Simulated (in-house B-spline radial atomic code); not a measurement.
**Ionising neutral hydrogen with different functionals**

Computed with a B-spline radial code for spherical atoms: scalar-relativistic (spin-free X2C) Hamiltonian, Gaussian nucleus of rms radius 0.8409 fm, spin-polarised at highest spin, spherical fractional occupations for the functionals. The ionisation energy is the difference of two self-consistent energies, 1s1 → bare nucleus, without Breit or QED terms; ε is the level of the shell that loses the electron (its least bound occupied spin orbital).

```json
{"method": "RPBE", "rung": "GGA", "ΔSCF (eV)": "13.75", "-ε(1s) (eV)": "7.65"}
{"method": "SCAN", "rung": "meta-GGA", "ΔSCF (eV)": "13.61", "-ε(1s) (eV)": "8.03"}
{"method": "TPSSh", "rung": "global hybrid", "ΔSCF (eV)": "13.61", "-ε(1s) (eV)": "8.35"}
{"method": "B97-1", "rung": "global hybrid", "ΔSCF (eV)": "13.69", "-ε(1s) (eV)": "8.83"}
{"method": "LC-wPBE", "rung": "range-separated hybrid", "ΔSCF (eV)": "13.78", "-ε(1s) (eV)": "12.20"}
```

Task: Among the functionals, which spreads more, the ΔSCF values or the orbital energies?

Result: The orbital energies: ΔSCF values span about 0.17 eV and the orbital energies 4.55 eV; here energy differences depend much less on the functional than eigenvalues do.

Task: How do they compare with the NIST value?

Result: NIST lists 13.598 eV (tabulated theory, ground level to ground level). Errors run from +0.01 to +0.18 eV; SCAN is closest (+0.01 eV), but part of that can be cancellation, since the calculations leave out Breit-QED terms.
